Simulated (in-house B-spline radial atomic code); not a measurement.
Settings and results of a run for Se⁺ (an excited or competing configuration). Computed with a B-spline radial code for spherical atoms: non-relativistic wB97X, spin-polarised, spherical fractional occupations, point nucleus.

Command:
```bash
python run_scf.py task.json out
```
Settings:
```
Z                34
configuration    [Ar] 3d10 4s1 4p3 5d1
hamiltonian      nr
method           wb97x
spin_polarised   True
```

Output (hartree, bohr):
```
 radial grid: 62 intervals, B-splines of order 8, outer radius 60 bohr

 iter        energy (Eh)    residual
    1       -2398.865253    4.40e-01
    2       -2399.802231    1.49e-01
    3       -2400.240639    2.50e-02
    4       -2400.244533    1.43e-02
    5       -2400.245714    2.84e-03
    6       -2400.245824    6.26e-04
    7       -2400.245826    5.58e-04
    8       -2400.245869    3.38e-04
    9       -2400.245875    2.39e-04
   10       -2400.245877    9.03e-05
   11       -2400.245879    9.65e-05
   12       -2400.245879    8.60e-05
   13       -2400.245880    2.24e-05
   14       -2400.245880    1.66e-05
   15       -2400.245880    1.37e-06
   16       -2400.245880    1.28e-07

 total energy                     -2400.24588
 kinetic                            2398.9855
 electron-nucleus                  -5717.4787
 Hartree                            1004.9006
 exact exchange                      -17.8961
 exchange-correlation                -68.7571

 orbital      occ     eigenvalue          <r>       <r^2>       <1/r>     <1/r^2>       r_max
 1s up      1.000      -454.3988    0.0449854  0.00271033     33.5041     2256.53     0.02971
 1s down    1.000      -454.3863     0.044985  0.00271028     33.5043     2256.55     0.02971
 2s up      1.000       -58.8154     0.199852   0.0470251     7.41071     224.177      0.1681
 2s down    1.000       -58.8065     0.199848   0.0470214     7.41044      224.15      0.1681
 2p up      3.000       -52.8667     0.172768   0.0364805      7.3809      74.258      0.1333
 2p down    3.000       -52.8547     0.172776   0.0364827     7.38041     74.2478      0.1334
 3s up      1.000        -8.6835     0.584002    0.392373     2.42904     36.2408      0.5116
 3s down    1.000        -8.6664     0.584307    0.392557     2.42612     36.1325      0.5121
 3p up      3.000        -6.6268     0.593418    0.412779     2.31232     11.6013      0.5047
 3p down    3.000        -6.6098     0.593285     0.41211     2.31089     11.5825      0.5052
 3d up      5.000        -2.9863     0.626289    0.489317     2.03876     5.46022      0.4527
 3d down    5.000        -2.9679     0.619855    0.475299     2.04884     5.49849      0.4526
 4s up      1.000        -1.5035       1.7238     3.36196    0.758397     4.21642       1.516
 4p up      3.000        -1.0279      1.95509     4.34954     0.66148     1.24085       1.694
 5d up      1.000        -0.0851      9.46692     101.718    0.142037   0.0574618       9.132
```

Time taken, with all properties: 1.1 s on 1 thread of Arm Neoverse V2 (shared host).

Caution: exact exchange at fractional occupations of open shells leaves self-interaction of up to several eV.
